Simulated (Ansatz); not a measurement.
Abridged output of a molecular run in Ansatz:

```
Functional definition: HF
1470 factors; integrals over basis functions are off by at most 9.1e-4 eV
mean field evaluation 1: about -27142.9256 eV, gradient 3.4e1 eV
mean field evaluation 2: about -27143.3228 eV, gradient 3.4e1 eV
mean field evaluation 4: about -27146.4513 eV, gradient 4.2e0 eV
mean field evaluation 8: about -27146.5426 eV, gradient 2.0e-1 eV
mean field evaluation 16: about -27146.5430 eV, gradient 1.4e-6 eV
mean field -27146.54295701 eV, -997.6170530824 hartree, gradient 1.4e-6 eV, S^2 0.000000; 0 other end points of the search recorded, 0 dependent functions left out
16 core orbitals not correlated: weight in the atoms' cores, before any rotation towards them, 1.000 or more for the frozen orbitals, at most 0.000 for the correlated occupied ones
reference -27146.54295701 eV, -997.6170530824 hartree; 13, 13 occupied and 226, 226 virtual orbitals, 1470 factors
second order -17.68844964 eV of doubles, -0.00000000 eV of singles
cycle   1  -18.64533092 eV  change   -9.6e-1 eV  update   1.1e-1
cycle   2  -19.22266058 eV  change   -5.8e-1 eV  update   3.4e-2
cycle   3  -19.33935088 eV  change   -1.2e-1 eV  update   1.8e-2
cycle   4  -19.32956906 eV  change    9.8e-3 eV  update   4.5e-3
cycle   5  -19.32752524 eV  change    2.0e-3 eV  update   2.0e-3
cycle   6  -19.32749079 eV  change    3.4e-5 eV  update   6.1e-4
cycle   7  -19.32717029 eV  change    3.2e-4 eV  update   2.6e-4
cycle   8  -19.32720676 eV  change   -3.6e-5 eV  update   1.1e-4
cycle   9  -19.32726852 eV  change   -6.2e-5 eV  update   4.6e-5
cycle  10  -19.32724809 eV  change    2.0e-5 eV  update   2.0e-5
perturbative correction -0.74724494 eV, -0.0274607451 hartree
Total energy: -27166.61745004 eV, -998.3547770944 hartree
```

Its atoms:

```xyz
11

O     0.733    0.748   -1.746
P    -0.558    0.738   -0.673
Si   -0.823   -1.486   -0.413
Si    0.548    1.077    1.263
H     0.529    1.339   -2.475
H    -1.414   -2.051   -1.655
H    -1.773   -1.675    0.716
H     0.453   -2.191   -0.118
H     1.707    0.160    1.439
H     1.031    2.482    1.302
H    -0.433    0.859    2.360
```

Task: Which basis set was used?
A. def2-TZVPP
B. def2-QZVPP
C. def2-TZVPPD
D. def2-SVP

Result: A. It gives 255 functions.

Task: Write the keys of the input that set method, charge and spin (a neutral closed shell needs none for the last two).

Result: 
```yaml
correlation: {method: ccsd_t}
```
